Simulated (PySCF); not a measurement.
A calculated (BP86, PySCF 2.14, cc-pVTZ-DK, the spin-free X2C one-electron Hamiltonian (Gaussian nucleus)) atom or ion has these occupied shells.

```csv
shell,electrons,orbital energy (eV),"rms radius, mean of both spins (bohr)"
1s α,1,-2085.2,0.120
1s β,1,-2084.9,0.120
2s α,1,-173.90,0.567
2s β,1,-173.60,0.567
2p α,3,-124.50,0.544
2p β,3,-124.10,0.544
3s α,1,-14.813,2.05
3s β,1,-12.257,2.05
3p α,3,-6.277,2.52
```

Name the element and its charge.

P (phosphorus, neutral), in [Ne] 3s2 3p3, high-spin 4S determinant.
